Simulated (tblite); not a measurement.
Diphenyl(1-phenylethyl)phosphine oxide (C20H19OP), SMILES C[C@H](c1ccccc1)P(=O)(c1ccccc1)c1ccccc1 at step 1 of a GFN2-xTB optimisation (tblite, gas phase), coordinates in Å:

```
  1 C     1.6409    2.3156    0.3264
  2 C     1.0790    0.8921    0.4722
  3 C     2.2157   -0.1156    0.4593
  4 C     2.8470   -0.5021   -0.7245
  5 C     3.8824   -1.4249   -0.7033
  6 C     4.3175   -1.9691    0.5015
  7 C     3.7131   -1.5762    1.6909
  8 C     2.6754   -0.6542    1.6710
  9 P    -0.2403    0.6145   -0.8256
 10 O     0.2336    0.9564   -2.1308
 11 C    -1.6663    1.6464   -0.2736
 12 C    -2.0700    2.6806   -1.1184
 13 C    -3.1228    3.5101   -0.7540
 14 C    -3.7825    3.3092    0.4553
 15 C    -3.3783    2.2754    1.2957
 16 C    -2.3275    1.4515    0.9342
 17 C    -0.8233   -1.1243   -0.6792
 18 C    -1.2849   -1.7307   -1.8471
 19 C    -1.7280   -3.0494   -1.8199
 20 C    -1.7077   -3.7683   -0.6281
 21 C    -1.2492   -3.1586    0.5343
 22 C    -0.8071   -1.8421    0.5105
 23 H     0.8496    3.0579    0.4215
 24 H     2.3774    2.5127    1.1122
 25 H     2.1255    2.4601   -0.6371
 26 H     0.5668    0.8306    1.4345
 27 H     2.5323   -0.0865   -1.6812
 28 H     4.3608   -1.7247   -1.6322
 29 H     5.1313   -2.6869    0.5128
 30 H     4.0561   -1.9925    2.6360
 31 H     2.2195   -0.3576    2.6163
 32 H    -1.5606    2.8456   -2.0654
 33 H    -3.4367    4.3138   -1.4153
 34 H    -4.6053    3.9515    0.7421
 35 H    -3.8992    2.1165    2.2368
 36 H    -2.0309    0.6429    1.6022
 37 H    -1.2961   -1.1793   -2.7848
 38 H    -2.0824   -3.5180   -2.7352
 39 H    -2.0490   -4.8000   -0.6105
 40 H    -1.2320   -3.7222    1.4647
 41 H    -0.4457   -1.3988    1.4346
```

**Question.** What are the forces on the atoms (eV/Å)?

**Answer.** 
```
  1 C    -0.05   -0.05    0.07
  2 C     0.30   -0.05    0.24
  3 C    -0.13   -0.15    0.12
  4 C    -0.15    0.08   -0.03
  5 C     0.10   -0.08    0.20
  6 C    -0.13    0.15   -0.05
  7 C     0.04    0.02   -0.15
  8 C    -0.10    0.00   -0.24
  9 P    -0.49   -0.50    2.27
 10 O     0.57    0.60   -2.54
 11 C     0.14    0.13   -0.15
 12 C    -0.05    0.04    0.05
 13 C    -0.08   -0.06    0.12
 14 C     0.25   -0.15   -0.12
 15 C    -0.19    0.18   -0.03
 16 C     0.06   -0.20    0.14
 17 C     0.08    0.07   -0.08
 18 C    -0.07   -0.20    0.06
 19 C     0.07    0.09    0.07
 20 C     0.02    0.18   -0.10
 21 C    -0.02   -0.07   -0.06
 22 C    -0.06   -0.19    0.14
 23 H    -0.11   -0.04   -0.04
 24 H    -0.09   -0.11   -0.12
 25 H    -0.06   -0.14   -0.03
 26 H     0.04    0.01    0.19
 27 H    -0.02   -0.08    0.37
 28 H    -0.12    0.08    0.19
 29 H    -0.15    0.11    0.01
 30 H    -0.10    0.12   -0.21
 31 H     0.05   -0.04   -0.30
 32 H    -0.02   -0.17    0.24
 33 H     0.08   -0.17    0.14
 34 H     0.08   -0.06   -0.03
 35 H     0.14    0.01   -0.18
 36 H    -0.03    0.19   -0.23
 37 H     0.08   -0.01    0.28
 38 H     0.07    0.10    0.22
 39 H     0.08    0.23    0.02
 40 H     0.01    0.16   -0.20
 41 H    -0.04   -0.01   -0.25
```
